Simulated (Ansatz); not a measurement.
Z-matrix (Å, degrees):
```
C
O 1 1.428
B 1 1.591 2 114.2
H 1 1.096 2 105.4 3 -119.7
H 1 1.101 2 110.5 3 126.9
H 2 0.960 1 107.5 3 -58.8
N 3 1.413 1 119.8 2 164.1
N 3 1.410 1 117.5 2 -15.7
H 7 1.004 3 124.2 1 175.4
H 7 1.003 3 122.3 1 -2.8
H 8 1.004 3 125.1 1 -177.4
H 8 1.005 3 119.8 1 -7.4
```

Charge 0, multiplicity 1.

Question: List the r2SCAN/def2-TZVPP orbital energies in eV (Ansatz 0.2.0). (Estimate.)

Answer: Ansatz gave: Occupied: -515.36, -384.65, -384.58, -273.31, -179.65, -26.38, -22.57, -21.78, -17.16, -13.23, -13.03, -12.57, -11.81, -10.70, -10.32, -9.52, -7.83, -7.35, -5.95, -5.86. Lowest empty: 0.68, 1.09, 1.76, 2.03, 2.68, 2.93, 3.25, 3.88.
